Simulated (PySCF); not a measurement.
**How methods differ on the excitation energy of O⁺**

O⁺ [He] 2s2 2p3 (4S) → O⁺ [He] 2s2 2p2 3s1 (4P), as a difference of total energies. Computed with PySCF 2.14 in aug-cc-pwCVQZ, with the non-relativistic Hamiltonian (point nucleus). Correlated levels: valence: 1s2 frozen; valence and next inner shell: nothing frozen. The calculations carry no spin-orbit coupling.

| method | excitation energy (eV) |
| --- | --- |
| UHF | 22.758 |
| LDA | 23.232 |
| PBE | 22.924 |
| r2SCAN | 23.423 |
| TPSS | 23.097 |
| revPBE | 22.903 |
| BHandHLYP | 22.982 |
| MP2 (valence) | 23.173 |
| SCS-MP2 (valence) | 22.956 |
| MP2 (valence and next inner shell) | 23.216 |

Task: Estimate what PBE0 gives.

Result: 23.045 eV, closest to TPSS among the rows shown.

Task: Estimate what SCS-MP2 (valence and next inner shell) gives.

Result: 22.987 eV, closest to BHandHLYP among the rows shown.

Errors of the correlated levels include the incompleteness of this basis and the frozen core.

For comparison: 22.987 eV (measured; NIST levels, between the centres of gravity of the two terms).
